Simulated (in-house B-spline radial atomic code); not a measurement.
The numbers below are computed, except where a source is named.
# Making a Troullier-Martins d channel for Rh, r_c = 1.43 bohr

Rh, [Kr] 4d8 5s1, non-relativistic PBE, spherical and spin-unpolarised, from an all-electron radial atomic-structure program (B-spline basis) (atomic units). The all-electron 4d level is ε = -0.231835 hartree, its outermost node lies just inside 0.47 bohr and its outer maximum at 1.13 bohr.

Inside r_c the pseudo-orbital is u(r) = r^3 exp(p(r)), with p = c0 + c2 r² + c4 r⁴ + … + c12 r¹². The seven coefficients follow from p and its first four derivatives at r_c, from zero curvature of the screened potential at the origin, c4 = −c2²/(2l + 5), and from the norm inside r_c. At r_c the all-electron orbital has P = 0.7871231, P' = -0.343046, the screened potential V = -2.04641, V' = 3.849612, V'' = -9.668383, and the norm inside is Q = 0.5115201.

**Question.** What are p, p' and p'' at r_c?

**Answer.** p = ln(P/r_c^3) = ln(0.7871231/2.92421) = -1.31239. p' = P'/P − 3/r_c = -0.43582 − 2.09790 = -2.53372. The radial equation gives p'' = 2(V − ε) − 2(3) p'/r_c − p'² = -3.62915 − (-10.63101) − 6.41976 = 0.58210. Differentiating, p''' = 2V' + 2(3)p'/r_c² − 2(3)p''/r_c − 2p'p'' = 0.77233, and p'''' = 2V'' − 4(3)p'/r_c³ + 4(3)p''/r_c² − 2(3)p'''/r_c − 2p''² − 2p'p''' = -5.5277.

For a trial c2 the five matching conditions are linear in c0, c6, c8, c10 and c12, and c2 is varied until the norm inside r_c equals Q. The root nearest zero gives:

```
 n           c_n
 0       1.31989
 2     -1.544837
 4    -0.2651692
 6     0.4861129
 8     -0.231692
10    0.05260226
12  -0.004796346
```

**Question.** Check c4 and p(r_c), and find the screened pseudopotential at the origin.

**Answer.** −c2²/9 = -0.265169, as listed. The terms c_n r_c^n are 1.31989, -3.15904, -1.10884, 4.15675, -4.05135, 1.88090, -0.35071, which sum to -1.31239. Inverting the radial equation, V_l(r) = ε + 3 p'/r + (p'' + p'²)/2, so V_l(0) = ε + (2l + 3) c2 = -0.231835 + 7 × (-1.54484) = -11.0457 hartree, finite where the all-electron potential diverges.

Orbitals and screened potentials:

```tsv
r (bohr)	P	u	V all-electron	V pseudo
0.143	-0.2991	0.0106	-183.3	-11.04
0.358	-0.2613	0.1404	-41.8	-10.77
0.572	0.2733	0.4168	-17.22	-9.611
0.786	0.6605	0.6888	-8.937	-7.407
1.001	0.8252	0.829	-5.146	-4.93
1.216	0.842	0.8422	-3.148	-3.111
1.43	0.7871	0.7871	-2.046	-2.046
```

Logarithmic derivatives P'/P at R = 1.73 bohr, for energies E around ε:

| E − ε (hartree) | all-electron | pseudo |
| --- | --- | --- |
| -0.5 | 0.43989 | 0.439608 |
| -0.25 | 0.00486777 | 0.00475636 |
| -0.1 | -0.333629 | -0.333654 |
| 0 | -0.608088 | -0.608089 |
| 0.1 | -0.937258 | -0.937299 |
| 0.25 | -1.58362 | -1.584 |
| 0.5 | -3.50608 | -3.51002 |

**Question.** With P(R) = 0.6703855 and a norm of 0.671864 inside R, what slope in energy does norm conservation fix?

**Answer.** d(P'/P)/dE = −2 × (norm inside R)/P(R)² = -2.9899 per hartree·bohr at E = ε, for both atoms, since orbital and norm agree at R. Differences over ±0.1 hartree give -3.0181 (all-electron) and -3.0182 (pseudo), which also hold third-order terms. Half a hartree below ε the two curves differ by -0.0003.
